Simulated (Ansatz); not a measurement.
The first iterations of a band of BBrH2 + ClH (6 atoms, charge 0, multiplicity 1).

Computed with RKS PBE0/def2-SVP (Ansatz).

| Item | Value |
| --- | --- |
| movable images | 9 |
| climbing image | yes |
| spring | 5.0 eV/Å² |
| optimiser | fire |
| start path | through a guess of the saddle point |
| force threshold | 0.05 eV/Å |
| iteration limit | 60 |
| end points | relaxed |

Image 0:

```xyz
6
Properties=species:S:1:pos:R:3
B -0.589 -0.681 0.293
Br 0.784 -1.713 -0.553
H -1.555 -0.398 -0.362
H -0.504 -0.510 1.480
H 1.434 1.377 -0.725
Cl 0.429 1.925 -0.133
```

Image 10:

```xyz
6
Properties=species:S:1:pos:R:3
B -0.888 0.098 0.509
Br 1.509 -1.181 -0.931
H -1.607 -0.375 -0.331
H -0.554 -0.480 1.509
H 1.975 0.154 -1.101
Cl -0.434 1.784 0.345
```

| iteration | highest image above the first end (eV) | largest band force component (eV/Å) |
| --- | --- | --- |
| 1 | 1.383 | 3.297 |
| 2 | 0.990 | 2.842 |
| 3 | 0.665 | 1.790 |
| 4 | 0.576 | 1.309 |
| 5 | 0.463 | 0.892 |
| 6 | 0.443 | 0.585 |
| 7 | 0.417 | 0.786 |
| 8 | 0.416 | 0.589 |
| 9 | 0.413 | 0.381 |
| 10 | 0.408 | 0.355 |

Does the band converge within its limit, and where does its top end?

It converged. It ended after 32 iterations with the highest image 0.369 eV above the first end. Another band between the same ends (9 images) ends at a top of the same energy, where a vibrational analysis finds 1 clearly imaginary mode. The orbitals stay closed-shell, which can raise the energy where a bond breaks towards radicals; this wasn't checked here.

The run took 2.4 min on 2 threads of AMD EPYC 9R45 96-Core Processor (Zen 5) (shared host), peak memory 0.18 GiB.
